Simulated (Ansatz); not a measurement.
Two members of one family (Series Nb(Se)X3), computed with Ansatz in the gas phase; def2 core potentials for Nb, no spin–orbit coupling. The two geometries come from different levels. Binding counts from free atoms in the multiplicity of their measured ground term, without zero-point energy. A dash marks a value that wasn't run or was left out as unsound. The structures are stationary points that may keep the symmetry of their start. Remarks come from the PBE and PBE0 runs and from stability tests at other levels; not every state was tested. HOMO above LUMO (over both spins in singlets and doublets, within one spin in higher multiplets; at PBE or PBE0), or a gap under 0.15 eV within one spin, warns that the state may not be the lowest or that an electron is smeared out.

First: NbSeCl3 (singlet, charge 0, PBE0-D4/def2-SVP geometry).

| atom | x (Å) | y (Å) | z (Å) |
| --- | --- | --- | --- |
| Nb1 | -0.001 | -0.025 | -0.005 |
| Se2 | 0.041 | 2.180 | 0.445 |
| Cl3 | -1.067 | -1.076 | 1.701 |
| Cl4 | 2.142 | -0.752 | -0.183 |
| Cl5 | -1.116 | -0.326 | -1.959 |

```tsv
level	HOMO (eV)	LUMO (eV)	gap (eV)	vertical IE (eV)	vertical triplet (eV)	binding per atom (eV)
revPBE-D4/def2-TZVP	-6.87	-4.02	2.85	–	–	3.82
r2SCAN-D4/def2-TZVP	-7.23	-4.11	3.12	9.76	2.66	3.82
r2SCANh-D4/def2-TZVP	-7.64	-3.84	3.79	–	–	3.73
PBE0-D4/def2-TZVP	-8.05	-3.44	4.61	9.81	2.45	3.72
PBE0-D4/def2-TZVPD	-8.05	-3.45	4.60	–	–	3.72
```

Metal–donor distances: 1 × Se 2.25 Å, 3 × Cl 2.27 Å. Remarks: restricted SCF unstable in HF, gap within one spin near zero at PBE or PBE0 (+1 doublet).

Second: NbSeF3 (singlet, charge 0, r2SCAN-D4/def2-SVP geometry).

```tsv
atom	x (Å)	y (Å)	z (Å)
Nb1	0.044	0.090	-0.037
Se2	-0.885	-1.834	0.747
F3	0.923	-0.292	-1.623
F4	1.236	0.719	1.236
F5	-1.317	1.317	-0.322
```

**Question.** What does the change do? Estimate second minus first.

**Answer.** 
| level | Δ HOMO (eV) | Δ LUMO (eV) | Δ gap (eV) | Δ vertical IE (eV) | Δ vertical triplet (eV) | Δ binding per atom (eV) |
| --- | --- | --- | --- | --- | --- | --- |
| revPBE-D4/def2-TZVP | 0.06 | 0.48 | 0.42 | – | – | 0.89 |
| r2SCAN-D4/def2-TZVP | 0.04 | 0.47 | 0.44 | 0.39 | 0.34 | 0.86 |
| r2SCANh-D4/def2-TZVP | 0.01 | 0.47 | 0.46 | – | – | 0.82 |
| PBE0-D4/def2-TZVP | -0.01 | 0.48 | 0.49 | 0.37 | 0.27 | 0.81 |
| PBE0-D4/def2-TZVPD | 0.01 | 0.50 | 0.49 | – | – | 0.82 |

Metal–donor distances: 1 × Se 2.28 Å, 3 × F 1.85 Å.
